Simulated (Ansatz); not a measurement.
```xyz
2

B     0.0000    0.0000   -0.7046
N     0.0000    0.0000    0.7046
```

Basis set: 6-31G (spherical functions). Left uncorrelated: 2 orbitals. Charge 0, multiplicity 1.

Computed with Ansatz (development build ahead of 0.2.0); the reference of a correlated method needn't be the lowest determinant of its kind. Restricted open shells among the atoms or ions are ROHF, correlated in semicanonical orbitals with singles.

(1) Give the atomization energy at this shape (free ground-state atoms in the same class of orbitals less the molecule, no zero-point energy) of singlet BN by RHF-CCSD(T), UHF-BCCD(T), UHF-CCSD(T).

Results:

(1)

| method | atomization energy |
| --- | --- |
| RHF-CCSD(T) | 3.28 eV |
| UHF-BCCD(T) | 3.05 eV |
| UHF-CCSD(T) | 3.02 eV |

Caution: the shape is not the minimum. Caution for RHF-CCSD(T): an unrestricted determinant lies well below; other determinants can give a lower correlated total. Caution for UHF-BCCD(T), UHF-CCSD(T): the program doubts this total; the unrestricted determinant is spin contaminated. Caution for UHF-CCSD(T): another reference gives a lower total.

This basis has no polarisation functions and is too small for such energies, which can lie far from measured ones in either direction.
